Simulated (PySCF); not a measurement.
# Ionising KSn

r²SCAN; PySCF, scalar-relativistic core potentials, basis sets K def2-SVP, Sn def2-SVP with ECP28. Neutral (UKS): quartet (σ ↑, π ↑↑), Re = 3.290 Å, ωe = 135 cm⁻¹, De = 1.48 eV, HOMO -3.06 eV, LUMO -1.65 eV.

KSn⁺ (UKS): triplet (σ ↑, π ↑), Re = 3.945 Å, ωe = 64.4 cm⁻¹, De = 0.32 eV to K⁺ + Sn. The energies at the minima are -814.17589 hartree for KSn and -813.97765 for KSn⁺.

**Question.** Work out the adiabatic ionisation energy, without and with harmonic zero-point energies (1 hartree = 27.2114 eV, 1 eV = 8065.5 cm⁻¹), and the change of the bond length.

**Answer.** At r²SCAN: 0.19824 hartree = 5.394 eV between the minima; the zero-point term (64.4 − 135.0)/2 cm⁻¹ = -0.004 eV makes it 5.390 eV. Re changes by +65.5 pm against the neutral. The electron leaves a π orbital, and the ion is left as a loose complex of an ion and an atom.

Weak bonds: KSn⁺. Basis-set superposition, not corrected here, can be much of De in a small basis, most of all at correlated wavefunction levels. Spin–orbit coupling is left out, which matters for elements this heavy, above all for dissociation energies. For an ion De counts to the pair picked by the measured ionisation energies or electron affinities, which need not be the lowest pair at this level. States were picked by a PBE0 search and need not be the measured ground states.
